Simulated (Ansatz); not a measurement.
`C=CSC(F)(F)F` + `OBF` → `FBOC(F)(F)F` + `C=CS`  (substitution at a C–S bond)

Computed with Ansatz on PBE0-D4/def2-TZVP structures; ΔE is electronic, products minus reactants. CBS: MP2 limit from def2 TZ/QZ plus the TZ coupled-cluster correction, frozen cores. This one scheme is used for every species. Functionals use def2-TZVPP. Each species was taken in one conformer, which may not be the lowest.

`C=CSC(F)(F)F`:

Z-matrix (Å, degrees):
```
C
F 1 1.333
F 1 1.332 2 108.1
S 1 1.806 2 113.2 3 118.2
F 1 1.333 2 107.2 3 -116.2
C 4 1.747 1 103.2 2 61.2
C 6 1.325 4 131.1 1 -0.1
H 6 1.087 4 108.5 1 179.9
H 7 1.083 6 119.0 4 180.0
H 7 1.081 6 123.7 4 0.0
```

`OBF`:

```xyz
5

O     0.850    0.463   -0.267
B    -0.257   -0.289   -0.143
F    -1.038   -0.163    0.929
H     0.991    1.063    0.473
H    -0.546   -1.074   -0.992
```

`FBOC(F)(F)F`:

Cartesian coordinates in Å:
```
F 1.988 -1.343 -0.862
B 1.073 -0.418 -0.706
O 0.187 -0.630 0.315
C -0.809 0.241 0.591
F -1.501 -0.217 1.617
F -0.334 1.446 0.904
F -1.634 0.386 -0.445
H 1.029 0.536 -1.415
```

`C=CS`:

```xyz
7

C     1.104   -0.288    0.005
C    -0.185   -0.047    0.206
S    -1.210    0.771   -0.954
H     1.614    0.008   -0.906
H     1.688   -0.796    0.762
H    -0.671   -0.352    1.125
H    -2.341    0.704   -0.238
```

Question: Is it downhill or uphill in electronic energy at CCSD(T)/CBS, and by how much? (Best estimate.)

Answer: Ansatz gave: Downhill: ΔE = -9.8 kJ/mol.

Question: What do these levels give: PBE0-D4, ωB97M-V, MP2/def2-TZVPP, SCS-MP2/def2-TZVPP, CCSD/def2-TZVPP, HF/CBS(def2)? (Best estimate.)

Answer: Computed: PBE0-D4 -11.5, ωB97M-V -12.0, MP2/def2-TZVPP -11.1, SCS-MP2/def2-TZVPP -15.0, CCSD/def2-TZVPP -21.4, HF/CBS(def2) -44.6 kJ/mol.

Largest T1 diagnostic among the species: 0.013.

From PBE to PBE0 (25 % exact exchange), in def2-TZVPP and without D4, ΔE moves by −10.6 kJ/mol. In def2-TZVPP, CCSD(T) changes the Hartree–Fock value by +27.6 kJ/mol (the triples alone add +5.0 kJ/mol) and MP2 by +32.9 kJ/mol. The D4 term adds +5.6 kJ/mol with B3LYP and +3.1 kJ/mol with PBE0; it sums over pairs of atoms, weighted by their polarisabilities, and B3LYP, whose exchange is more repulsive, gets the larger term.

B3LYP here is the variant with VWN-RPA as its local correlation; programs differ in this.
